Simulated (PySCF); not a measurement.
# Computed structure and properties of [YH2]+

System: [YH2]+ (singlet); start: template (C2v). Method: PySCF 2.14.0, RKS PBE0, Y def2-SVP with ECP28, H def2-SVP; non-relativistic Hamiltonian with scalar-relativistic core potentials where named; density fitting; no spin-orbit coupling.

Input of the relaxation:

```python
mol = gto.M(atom='''
Y      0.00000     0.00000    -0.01938
H      1.95330    -0.00000     0.85482
H     -1.95330     0.00000     0.85482''',
    basis={'Y': 'def2-SVP', 'H': 'def2-SVP'},
    ecp={'Y': 'def2-SVP'},
    charge=1, spin=0)
mf = dft.RKS(mol, xc='PBE0')
mf.grids.atom_grid = (50, 194)
mf = mf.density_fit()  # fitting sets: Y def2-universal-JKFIT, H def2-universal-JKFIT
mf.conv_tol = 1e-08; mf.max_cycle = 55
mf.kernel(dm0)  # dm0: converged density of the start geometry
# quasi-Newton relaxation in Cartesian coordinates to a largest gradient under 0.00045 Eh/bohr, steps kept in the point group
```

Run from Python with OMP_NUM_THREADS=2; the lines above give its settings. Where DIIS fails, smearing, a level shift and second-order steps follow.
It took 1.6 s on 2 threads of Intel(R) Xeon(R) 6975P-C (Granite Rapids), on a shared host, from the converged density of the start.

Course of the relaxation:

```
step  energy above end (eV)  largest force component within the symmetry (eV/Å)
   0                 0.6816                                               1.726
   1                 0.3439                                               1.314
   2                 0.0376                                               0.448
   3                 0.0046                                               0.082
   4                 0.0001                                               0.010
   5                 0.0000                                               0.001
```

Relaxed geometry (C2v):

```xyz
3

Y     0.0000    0.0000   -0.1848
H     1.5117    0.0000    0.9375
H    -1.5117    0.0000    0.9375
```

| contact | Å |
| --- | --- |
| Y1–H2 (H) | 1.883 |
| Y1–H3 (H) | 1.883 |

On the finer grid (75, 302):

```yaml
HOMO: -12.87 eV
LUMO: -7.87 eV
Dipole_about_the_centre_of_mass: 4.41 D
Set_of_Mulliken_populations_of_Y1_outside_the_core_potential: s 2.57, p 6.12, d 1.02, f 0.02
D3_BJ_dispersion_energy_not_in_the_energies: -0.027 eV
```

```
atom  Mulliken (e)  Löwdin (e)  spin (e)
  Y1          1.27        1.22      0.00
  H2         -0.14       -0.11      0.00
  H3         -0.14       -0.11      0.00
```

On the grid (50, 194), as all that follows. Harmonic modes: a minimum; lowest 523 cm⁻¹ (negative: unstable), highest 1707 cm⁻¹, zero-point energy 0.242 eV.

Taking off one H (charge -1, singlet; the rest: singlet) in vacuum, both parts rigid, costs 15.88 eV; the small basis without counterpoise inflates it. Most of it is the attraction of opposite charges; other ways to part are cheaper, and one spin state was tried for the rest.

Rigid scan of H along the line from its metal:

| distance to H2 (Å) | energy (eV) |
| --- | --- |
| 1.58 | 0.664 |
| 1.68 | 0.262 |
| 1.78 | 0.058 |
| 1.88 | 0.000 |
| 1.98 | 0.047 |
| 2.08 | 0.170 |
| 2.28 | 0.555 |
| 2.58 | 1.284 |
| 2.98 | 2.240 |
| 3.48 | 3.193 |

One start shape was tried, so this needn't be the lowest isomer.
